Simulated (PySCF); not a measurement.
ZrI4, SMILES [I][Zr]([I])([I])[I], multiplicity 1.

Geometry optimised at ωB97X-D3(BJ)/def2-SVP. The spin state was assumed, not searched. The isomer is the one that the SMILES or the coordinates give; other isomers of the formula were not compared. The def2 effective core potentials stand for the cores of I, Zr; spin–orbit coupling is left out.

Computed with ωB97X-D3(BJ)/def2-SVP (PySCF).

Frequencies are harmonic and unscaled.

Modes within 1.5 cm⁻¹ of each other (mostly degenerate sets) share a row, with their intensities summed.

| mode | ν (cm⁻¹) | IR (km/mol) | moving atoms (share of kinetic energy) |
|---|---|---|---|
| 1–2 | 44 | 0.0 | I 100 % |
| 3–5 | 54 | 0.1 | I 84 %, Zr 16 % |
| 6 | 180 | 0.0 | I 100 % |
| 7–9 | 291 | 194.1 | Zr 69 %, I 31 % |
